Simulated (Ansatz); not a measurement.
Molecule: dichloroboranyl(trimethyl)silane, C3H9BCl2Si, charge 0, multiplicity 1. 
Structure (B3LYP-D3(BJ)/def2-TZVP (Ansatz, an electronic-structure program) minimum search):
```xyz
16

C     -2.2908    -0.0863    -0.9616
Si    -0.9774     0.5802     0.2107
C     -1.5270     0.3766     1.9943
C     -0.6486     2.3936    -0.1726
B      0.7335    -0.4459    -0.1250
Cl     1.5434    -1.3801     1.1254
Cl     1.4679    -0.4228    -1.7263
H     -1.9681     0.0000    -2.0008
H     -2.5075    -1.1378    -0.7631
H     -3.2224     0.4740    -0.8493
H     -0.7675     0.7470     2.6857
H     -2.4510     0.9287     2.1822
H     -1.7078    -0.6731     2.2339
H      0.1082     2.8123     0.4937
H     -1.5623     2.9810    -0.0517
H     -0.2996     2.5197    -1.1991
```
Charge 0, spin multiplicity 1.

Parts of the frozen-core correlation energy in STO-3G (Ansatz, hartree). Frozen orbitals: 19; correlated occupied orbitals by spin: 21 and 21; virtual: 16 and 16. Spin-orbit coupling is left out. Non-relativistic.

| term | value |
|---|---|
| reference (HF) | -1336.75009 |
| MP2 opposite-spin | -0.21462 |
| MP2 same-spin | -0.03040 |
| CCSD correlation | -0.31847 |
| (T) | -0.00450 |
| T1 diagnostic | 0.009 |
| largest doubles amplitude | 0.040 |
